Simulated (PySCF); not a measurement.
Ge(H)2(NH2)2 (GeH₆N₂), SMILES [NH2][GeH2][NH2]. Geometry optimised at B3LYP-D3(BJ)/def2-SVP. One conformer was computed; it need not be the lowest.

**Question.** Give the equilibrium geometry at B3LYP-D3(BJ)/def2-SVP (PySCF confirms it by a frequency run) as Cartesian coordinates in Å. (An estimate is asked for; the answer gives what the named calculation found.)

**Answer.** Several could match; the one computed here: 
```xyz
9

Ge    -0.0374     0.3379     0.0772
N      1.5860    -0.3657    -0.4283
N     -1.3354    -0.9767     0.1870
H      0.0651     0.9050     1.5060
H     -0.3216     1.4578    -0.9558
H      1.8122    -1.2551     0.0146
H      1.7080    -0.4645    -1.4343
H     -2.1227    -0.7471     0.7917
H     -1.6994    -1.3130    -0.7030
```
Charge 0, spin multiplicity 1.
